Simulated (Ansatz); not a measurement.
4 gas-phase steps of group 14 species, written in SMILES but for small gases and atoms, in each of which the number of molecules changes (small partners taken up: dihalogen; given off: none). Reaction energies in kcal/mol, right side less left side, on B3LYP-D3(BJ)/def2-TZVP stationary points reached from drawn starts (curvature not checked).

| row | step | B3LYP/def2-TZVPP | wB97M-V/def2-TZVPP |
|---|---|---|---|
| 1 | Cl[Si]Cl + Cl2 → Cl[Si](Cl)(Cl)Cl | -109.2 | -118.4 |
| 2 | [O+]#[Si-] + Cl2 → O=[Si](Cl)Cl | -83.2 | ? |
| 3 | [Cl][Ge][Cl] + Cl2 → [Cl][Ge]([Cl])([Cl])[Cl] | -71.5 | -81.8 |
| 4 | [Cl][Sn][Cl] + Cl2 → [Cl][Sn]([Cl])([Cl])[Cl] | -58.1 | -68.9 |

No zero-point or thermal terms; no spin–orbit coupling.

The values were computed with Ansatz (an electronic-structure program). No computed number here is a measurement. Elements past Kr take the def2 small-core potentials, without spin–orbit coupling.

The rows were drawn at random from the listed steps of this kind that kept their bonds on relaxing, hold no state known to be excited and show no strong spin contamination (nor T1 past 0.05 where coupled cluster ran); restricted singlets weren't searched for lower solutions, and sets that span under 5 kcal/mol aren't shown. They stand in the order of the third column.

### Question
Fit a straight line y = a + b·x through the complete rows, with x the B3LYP/def2-TZVPP and y the wB97M-V/def2-TZVPP value, and use it for row 2. How does it compare with the computed value?

### Answer
Means over the 3 complete rows: x -79.60, y -89.70. Σ(x − x̄)(y − ȳ) = 1360.71 and Σ(x − x̄)² = 1404.02, so b = 0.969 and a = -89.70 − 0.969 × (-79.60) = -12.57 kcal/mol. The residuals have rms 0.04 and median size 0.03 kcal/mol; without the fit y − x has mean -10.10 and median -10.30 kcal/mol. For row 2 the line gives -12.57 + 0.969 × (-83.2) = -93.2 kcal/mol. The computed wB97M-V/def2-TZVPP value is -87.1 kcal/mol, 6.1 kcal/mol above the line. Taking y = x would miss by 3.9 kcal/mol, so here the line does no better than the cheap value itself. wB97M-V/def2-TZVPP is a functional with errors of its own, not an exact or measured value.
